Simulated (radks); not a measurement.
Radial electron density D(r) = 4 pi r^2 rho(r) of an atom or ion with 35 electrons. Method: scalar-relativistic Kohn-Sham, PW91, spin-polarised, spherical densities, finite nucleus; Fermi nuclear charge, rms radius of each element as measured or else 0.836 A^(1/3) + 0.57 fm; computed with a radial shooting solver on a logarithmic mesh with Libxc functionals.

| r (bohr) | D(r) (e/bohr) | spin D(r) |
|---|---|---|
| 0.003891 | 5.893 | -0.0000247 |
| 0.005067 | 8.981 | -0.0000261 |
| 0.006598 | 13.33 | -0.00000799 |
| 0.008523 | 18.93 | 0.0000655 |
| 0.0111 | 26.04 | 0.000294 |
| 0.01445 | 33.86 | 0.000903 |
| 0.01882 | 41.00 | 0.00238 |
| 0.0245 | 45.49 | 0.00566 |
| 0.0319 | 45.70 | 0.0123 |
| 0.04154 | 42.10 | 0.0243 |
| 0.0541 | 38.51 | 0.0423 |
| 0.07044 | 40.24 | 0.0623 |
| 0.09172 | 48.36 | 0.0715 |
| 0.1194 | 55.34 | 0.0535 |
| 0.1555 | 51.29 | 0.0123 |
| 0.2009 | 38.75 | -0.00228 |
| 0.2616 | 31.59 | 0.0642 |
| 0.3406 | 36.32 | 0.163 |
| 0.4435 | 38.79 | 0.141 |
| 0.5775 | 28.31 | 0.0124 |
| 0.752 | 14.25 | 0.0619 |
| 0.9792 | 7.570 | 0.420 |
| 1.275 | 6.338 | 0.760 |
| 1.66 | 4.725 | 0.692 |
| 2.162 | 2.187 | 0.345 |
| 2.815 | 0.5701 | 0.0905 |
| 3.666 | 0.07969 | 0.0118 |
| 4.773 | 0.004688 | 0.000632 |

What is the nuclear charge?

Answer. Z = 37. The innermost maximum, from 1s, lies near gamma/Z bohr with gamma = sqrt(1 - (Z/c)^2) = 0.963, here 0.026 bohr (found: 0.0283), and its height grows with Z. The density is that of the rubidium ion Rb2+ in [Ar] 3d10 4s2 4p5; the configuration itself is not fixed sharply by these data, and Z only to a few units. D(r) has 3 maxima, at r = 0.0283, 0.126, 0.413 bohr, and minima at 0.0581, 0.264 bohr, inside which lie 2.06, 11.06 electrons.
